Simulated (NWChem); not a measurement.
Molecule: CdGeH4S; SMILES [SH][Cd][GeH3]

```xyz
7

Cd    -0.6286     0.5658     0.0025
S     -0.7894     2.9315     0.0052
H      0.5523     3.1018    -0.0035
Ge    -0.4676    -1.9630    -0.0003
H     -1.1135    -2.5740    -1.2613
H      1.0054    -2.4231     0.0320
H     -1.1698    -2.5800     1.2272
```
Atoms are numbered in this order, from 1.

Level: PBE0/def2-SVP with def2 effective core potentials on Cd (NWChem), optimised geometry, unscaled harmonic frequencies. def2 effective core potentials on Cd; no spin-orbit coupling.

```
frequency (cm⁻¹)  IR intensity (km/mol)
----------------  ---------------------
28                                 13.2
69                                  4.7
71                                  4.9
202                                 0.4
354                                38.9
413                                 2.6
418                                 3.4
599                                 8.7
785                               307.6
889                                34.3
890                                34.6
2134                               98.8
2142                              109.8
2143                              108.5
2703                                1.9
```

The zero-point energy is 19.8 kcal/mol and the thermal correction to the enthalpy at 298.15 K (with zero-point energy) is 24.9 kcal/mol. The heat capacity Cv comes out as 20.9 cal/(mol K). The entropy at 298.15 K and 1 atm (symmetry number 1) is 88.9 cal/(mol K).

Rigid rotor and harmonic oscillator; modes under 100 cm⁻¹ make the entropy uncertain.
